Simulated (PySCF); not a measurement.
Excitation energy of Cr by level of theory

Cr [Ar] 3d5 4s1 (7S) → Cr [Ar] 3d4 4s1 4p1 (high-spin determinant), as a difference of total energies. Calculation: PySCF 2.14, in aug-cc-pVQZ-DK (9s8p6d4f3g2h, 140 functions); the spin-free X2C one-electron Hamiltonian (Gaussian nucleus). Correlated levels: valence: [Ar] frozen. The calculations carry no spin-orbit coupling.

```json
{"method": "UHF", "excitation energy (eV)": "1.841"}
{"method": "LDA", "excitation energy (eV)": "4.132"}
{"method": "PBE", "excitation energy (eV)": "3.853"}
{"method": "PBE0", "excitation energy (eV)": "3.461"}
{"method": "r2SCAN", "excitation energy (eV)": "3.605"}
{"method": "BP86", "excitation energy (eV)": "3.846"}
{"method": "PW91", "excitation energy (eV)": "3.877"}
{"method": "BLYP", "excitation energy (eV)": "3.790"}
{"method": "MP2 (valence)", "excitation energy (eV)": "2.837"}
{"method": "SCS-MP2 (valence)", "excitation energy (eV)": "2.173"}
```

How much does correlation contribute at MP2 (valence)?

2.837 − (1.841) = 0.996 eV, measured against UHF.

A first-order spin-orbit estimate (lowest level to lowest level, LS coupling) adds -0.062 eV.

The determinant of the upper state mixes LS terms, which raises its energy above the lowest term, most at the Hartree-Fock and MP2 levels.
